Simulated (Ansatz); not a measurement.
Species: sum formula Si₄H₉Cl, charge 0, multiplicity 1. 
Geometry from a B3LYP-D3(BJ)/def2-TZVP (Ansatz, a program for electronic structure) optimisation:
SMILES: Cl[SiH2][SiH2][SiH2][SiH3]
```xyz
14

Si    -2.2998     0.6329    -1.0620
Si    -1.2449    -1.3807    -0.4903
Si     0.0847    -1.0368     1.4106
Si     1.3501     0.8995     1.0505
Cl     2.1503     0.7802    -0.8671
H     -3.1613     0.4704    -2.2578
H     -3.1390     1.0919     0.0722
H     -1.2757     1.6671    -1.3396
H     -0.3803    -1.8353    -1.6065
H     -2.2583    -2.4328    -0.2202
H     -0.7682    -0.8261     2.6093
H      0.9903    -2.1843     1.6681
H      2.4778     1.0693     1.9934
H      0.4975     2.1084     1.0974
```

Wanted: atomisation energy (electronic, to ground-state atoms), in kcal/mol. Valence correlation only, unless marked. UHF or UKS for open shells. Spin-orbit coupling is left out. Non-relativistic. The coupled-cluster limit lacks core correlation, which all-electron functionals hold. CBS marks a two-point X^-3 extrapolation of the correlation energy; Hartree-Fock from the larger set.

| level | program | atomisation energy (kcal/mol) |
|---|---|---|
| BLYP-D3(BJ)/def2-TZVPD | Ansatz + dftd3 | (withheld) |
| r2SCAN0-D4/def2-TZVPD | Ansatz + dftd4 | 971.5 |
| HSE06-D4/def2-TZVPD | Ansatz + dftd4 | 965.2 |
| PBE-QIDH/def2-TZVPD | Ansatz | (withheld) |
| SCS-MP2/cc-pV(T+d)Z | Ansatz | 950.0 |
| CCSD/aug-cc-pV(D+d)Z | Ansatz | 899.7 |
| CCSD/cc-pV(D+d)Z | Ansatz | 889.5 |
| CCSD(T)/CBS(cc-pV(T+d)Z,cc-pV(Q+d)Z) | Ansatz | (withheld) |

Problem. Fill in the missing entries.

Solution. 
- BLYP-D3(BJ)/def2-TZVPD, atomisation energy (kcal/mol): 958.9
- PBE-QIDH/def2-TZVPD, atomisation energy (kcal/mol): 958.0
- CCSD(T)/CBS(cc-pV(T+d)Z,cc-pV(Q+d)Z), atomisation energy (kcal/mol): 979.4
